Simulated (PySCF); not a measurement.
Assignment exercise: C4HF7O

Atoms are numbered as in `[O:1]=[C:2]([F:3])[C:4]([F:5])([F:6])[C@H:7]([F:8])[C:9]([F:10])([F:11])[F:12]`. Each H is labelled by its parent atom.

PySCF 2.14.0 with density-fitted response routines calculation with geometry: GFN2-xTB and NMR shieldings at PBE0/pcSseg-1/GIAO; rapidly exchanging positions averaged, in vacuum, non-relativistic Hamiltonian, a single conformation.

Chemical shifts δ = σref − σ; 13C (186.93 ppm) against TMS, all at this level.

Assign these signals to the numbered atoms. 13C{1H} NMR (computed): δ 162.3, 129.5, 119.3, 94.3.

## Answers


```tsv
δ (ppm)	atoms	environment	reason
162.3	C2	carbonyl carbon	–
129.5	C9	CF3 carbon	3 electronegative neighbours deshield it
119.3	C4	fully substituted sp3 carbon bonded to 2 F, α to a carbonyl	2 electronegative neighbours deshield it
94.3	C7	sp3 CH bonded to F	deshielded by the electronegative neighbour
```

Splittings by 19F in the carbon and heteronuclear signals aren't shown, as no couplings were computed. Shifts are as computed. Against solution values, carbons near 30 ppm lie about +3 ppm off and those near 130 ppm about +5 ppm. Of 1211 compounds with measured shifts, 218 miss one by over three times the rms of a fit or turn the order of signals round; such compounds aren't used in these exercises.
